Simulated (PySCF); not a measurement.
Radial density of Ti⁺ (titanium, charge +1)

B3LYP, [Ar] 3d2 4s1, high-spin 4F determinant. Computed with PySCF 2.14 in x2c-SVPall (5s3p3d1f, 36 functions), with the spin-free X2C one-electron Hamiltonian (Gaussian nucleus).

```
r (bohr)  4πr²ρ (e/bohr)  4πr²(ρα − ρβ)
 0.00114          0.1362         0.0001
 0.00191          0.3722         0.0002
 0.00322          0.9697         0.0005
 0.00541           2.356         0.0012
 0.00910           5.456         0.0026
  0.0153           11.37         0.0052
  0.0257           19.90         0.0082
  0.0433           25.97         0.0080
  0.0728           22.86         0.0019
   0.123           19.87         0.0090
   0.206           27.72         0.0705
   0.347           18.96         0.2518
   0.583           7.821         0.8803
   0.981           9.968         1.3329
    1.65           3.215         0.9300
    2.77          0.6357         0.5599
    4.67          0.1598         0.1598
    7.85       0.0004250         0.0004
```

Densities and radii are taken from the X2C orbitals without a picture-change correction, which distorts them close to the nucleus.
